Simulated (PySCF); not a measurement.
CeH at r²SCANh

Level: r²SCANh. Ce x2c-TZVPPall, H x2c-TZVPPall; spin-free X2C with a Gaussian nucleus (PySCF 2.14).

```json
{"state": "quartet, about 1.1 electrons in the 4f shell (Mulliken), real f orbitals that mix terms", "bond length": "2.053 Å", "harmonic wavenumber": "1368 cm⁻¹", "force constant": "1.10 mdyn/Å", "rotational constant Be": "3.999 cm⁻¹", "anharmonicity ωexe": "16.3 cm⁻¹", "vibration–rotation constant αe": "0.0759 cm⁻¹", "well depth De to Ce (4f1 5d1 6s2) + H": "2.91 eV", "dissociation energy D0": "2.82 eV", "bond order (Mayer)": "0.92", "dipole moment (positive dipole means Ce(−)H(+))": "-3.41 D"}
```

Spin–orbit coupling is left out, which matters for elements this heavy, above all for dissociation energies. With d or f electrons several states lie close, and the lowest PBE0 determinant need not be the measured ground state.
